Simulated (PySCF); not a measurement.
C2H4F, SMILES [CH](F)C (connectivity only; charge and spin as stated), charge +1, multiplicity 1. The structure is a stationary point at PBE0-D3(BJ)/def2-TZVP. The spin state was assumed, not searched. The isomer is the one that the SMILES or the coordinates give; other isomers of the formula were not compared.

TDA-PBE0/def2-SVPD (PySCF 2.14.0) puts the lowest singlet excitations at 5.89, 6.83, 8.18, 9.73, 11.21, 11.73 eV.

Task: What are the lowest excitation roots from PySCF with ADC(2)/aug-cc-pVDZ? (An estimate is asked for; the answer gives what the named calculation found.)

Result: 5.87, 7.60, 7.78, 10.01, 10.59, 11.59 eV. S1 differs by -0.02 eV (second minus first; roots are paired by order, and the bases may differ).
